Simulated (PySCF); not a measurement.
Isomers of C7H7NO.

All values: CAM-B3LYP/def2-SVPD (PySCF) at GFN2-xTB geometries, gas phase, one conformer each. Core orbitals are frozen in the response; Δα² is half the sum of the squared differences of the principal polarisabilities.

Question: Rank by polarisability anisotropy Δα, lowest first.
A. `[CH3:1][C:2](=[O:3])[c:4]1[cH:5][cH:6][cH:7][cH:8][n:9]1` with C1–C2–C4–C5 180°
B. `[CH2:1]=[CH:2]/[CH:3]=[CH:4]\[c:5]1[cH:6][cH:7][o:8][n:9]1` with C1–C2–C3–C4 180°, C3–C4–C5–C6 180°
C. `[CH:1]#[C:2]/[CH:3]=[CH:4]/[C:5](=[O:6])[NH:7][CH:8]=[CH2:9]` with C3–C4–C5–O6 0°, C4–C5–N7–C8 180°, C5–N7–C8–C9 180°
D. `[N:1]#[C:2][CH2:3][C@@H:4]1[CH:5]=[CH:6][C:7](=[O:8])[CH2:9]1` with C2–C3–C4–C5 -64°
E. `[CH:1]#[C:2][C@@H:3]1[CH:4]=[CH:5][C@@H:6]1[NH:7][CH:8]=[O:9]` with C5–C6–N7–C8 135°, C6–N7–C8–O9 -4°

Answer: E (4.25 Å³), D (7.31 Å³), A (8.17 Å³), B (13.59 Å³), C (17.63 Å³).

Question: Rank by HOMO–LUMO gap, lowest first.
A. `[CH2:1]=[CH:2]/[CH:3]=[CH:4]\[c:5]1[cH:6][cH:7][o:8][n:9]1` with C1–C2–C3–C4 180°, C3–C4–C5–C6 180°
B. `[CH:1]#[C:2][C@@H:3]1[CH:4]=[CH:5][C@@H:6]1[NH:7][CH:8]=[O:9]` with C5–C6–N7–C8 135°, C6–N7–C8–O9 -4°
C. `[CH:1]#[C:2]/[CH:3]=[CH:4]/[C:5](=[O:6])[NH:7][CH:8]=[CH2:9]` with C3–C4–C5–O6 0°, C4–C5–N7–C8 180°, C5–N7–C8–C9 180°
D. `[N:1]#[C:2][CH2:3][C@@H:4]1[CH:5]=[CH:6][C:7](=[O:8])[CH2:9]1` with C2–C3–C4–C5 -64°
E. `[CH3:1][C:2](=[O:3])[c:4]1[cH:5][cH:6][cH:7][cH:8][n:9]1` with C1–C2–C4–C5 180°

Answer: C (6.97 eV), A (7.17 eV), E (7.82 eV), D (8.30 eV), B (9.57 eV).

Question: Rank by HOMO energy, highest first.
A. `[CH3:1][C:2](=[O:3])[c:4]1[cH:5][cH:6][cH:7][cH:8][n:9]1` with C1–C2–C4–C5 180°
B. `[CH:1]#[C:2]/[CH:3]=[CH:4]/[C:5](=[O:6])[NH:7][CH:8]=[CH2:9]` with C3–C4–C5–O6 0°, C4–C5–N7–C8 180°, C5–N7–C8–C9 180°
C. `[CH2:1]=[CH:2]/[CH:3]=[CH:4]\[c:5]1[cH:6][cH:7][o:8][n:9]1` with C1–C2–C3–C4 180°, C3–C4–C5–C6 180°
D. `[N:1]#[C:2][CH2:3][C@@H:4]1[CH:5]=[CH:6][C:7](=[O:8])[CH2:9]1` with C2–C3–C4–C5 -64°

Answer: C (-7.81 eV), B (-8.10 eV), A (-8.71 eV), D (-9.05 eV).

All values together:

```tsv
SMILES	μ (D)	HOMO (eV)	LUMO (eV)	α (Å³)	Δα (Å³)
C=C/C=C\c1ccon1	2.52	-7.81	-0.64	14.82	13.59
C#C/C=C/C(=O)NC=C	3.46	-8.10	-1.13	16.20	17.63
CC(=O)c1ccccn1	3.41	-8.71	-0.88	13.10	8.17
C#C[C@@H]1C=C[C@@H]1NC=O	3.74	-8.80	0.78	12.96	4.25
N#CC[C@@H]1C=CC(=O)C1	1.35	-9.05	-0.75	12.43	7.31
```

Conformers: `[CH2:1]=[CH:2]/[CH:3]=[CH:4]\[c:5]1[cH:6][cH:7][o:8][n:9]1` with C1–C2–C3–C4 180°, C3–C4–C5–C6 180°; `[CH:1]#[C:2]/[CH:3]=[CH:4]/[C:5](=[O:6])[NH:7][CH:8]=[CH2:9]` with C3–C4–C5–O6 0°, C4–C5–N7–C8 180°, C5–N7–C8–C9 180°; `[CH3:1][C:2](=[O:3])[c:4]1[cH:5][cH:6][cH:7][cH:8][n:9]1` with C1–C2–C4–C5 180°; `[CH:1]#[C:2][C@@H:3]1[CH:4]=[CH:5][C@@H:6]1[NH:7][CH:8]=[O:9]` with C5–C6–N7–C8 135°, C6–N7–C8–O9 -4°; `[N:1]#[C:2][CH2:3][C@@H:4]1[CH:5]=[CH:6][C:7](=[O:8])[CH2:9]1` with C2–C3–C4–C5 -64°.
